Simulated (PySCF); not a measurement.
BFH, SMILES [BH]F, multiplicity 2. Atoms are numbered in the order given.

```xyz
3

B     -0.2189    -0.7095     0.0000
F      0.0476     0.5641     0.0000
H      0.6661    -1.5291     0.0000
```
Charge 0, spin multiplicity 2.

Geometry: PBE0-D3(BJ)/def2-TZVPD. The isomer is the one that the SMILES or the coordinates give; other isomers of the formula were not compared.

Two levels are set side by side: PBE/pcH-1 (PySCF) and PBE0/pcH-1 (PySCF). Contact hyperfine couplings, same geometry. Differences are taken from unrounded values.

```json
[
 {"quantity": "A(iso) of 11B, atom B1 (MHz)", "PBE0": "509.3", "PBE": "498.6", "PBE minus PBE0": "-10.7"},
 {"quantity": "A(iso) of 19F, atom F2 (MHz)", "PBE0": "255.0", "PBE": "228.1", "PBE minus PBE0": "-26.9"},
 {"quantity": "A(iso) of 1H, atom H3 (MHz)", "PBE0": "204.2", "PBE": "206.1", "PBE minus PBE0": "1.8"}
]
```

Rough cost on one machine, each run with all the roots and properties that it gave: PBE0 against PBE within a factor of 2.
